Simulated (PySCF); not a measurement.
Computed shifts of a molecule C3H5NSSi, PBE/pcSseg-1 run with PySCF, GIAO, gas phase, atoms alike by connectivity averaged where their shifts nearly agree, in ppm (number of nuclei): ²⁹Si: -79.9 (1). ¹³C: 156.5 (1), 153.8 (1), 137.3 (1). ¹⁵N: 376.7 (1). ¹H: 8.71 (1), 7.79 (1), 4.87 (3). References: ²⁹Si against TMS (σ = 335.4 ppm); ¹³C against TMS (σ = 182.0 ppm); ³³S against H2S (σ = 706.5 ppm); ¹⁵N against NH3 (σ = 267.0 ppm); ¹H against TMS (σ = 31.49 ppm), references at their B3LYP-D3(BJ)/def2-TZVP geometries, non-relativistic. Geometry: TPSSh-D3(BJ)/def2-SVP. The values are those of a single conformer.

Identify the compound among the candidates.
A. [SiH3]c1cncs1
B. [SiH3]c1nccs1
C. [SiH3]c1cscn1

C, [SiH3]c1cscn1
